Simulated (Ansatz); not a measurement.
PbO2H2. Total charge 0; singlet. Geometry PBE0-D4/def2-TZVP; atoms count from 1.

| atom | x (Å) | y (Å) | z (Å) |
| --- | --- | --- | --- |
| Pb1 | 0.135 | 0.306 | 1.269 |
| O2 | -0.465 | 1.676 | -0.161 |
| O3 | 0.276 | -1.182 | -0.195 |
| H4 | 0.554 | -2.048 | 0.112 |
| H5 | -0.499 | 1.248 | -1.025 |

In the def2 sets Pb takes a core potential; there is no spin–orbit coupling. The structure comes from a short search, and lower isomers may exist.

(1) Estimate the Mulliken populations from the PBE0/def2-TZVP orbitals of Ansatz.

(2) And the Mayer bond orders between bonded heavy atoms (over 0.3)?

## Answers

(1) 
```
atom  charge (e)
 Pb1        0.83
  O2       -0.71
  O3       -0.73
  H4        0.30
  H5        0.31
```
Mulliken values and Mayer orders depend strongly on the basis.

(2) Pb1–O2 0.94 (2.07 Å); Pb1–O3 0.88 (2.09 Å).
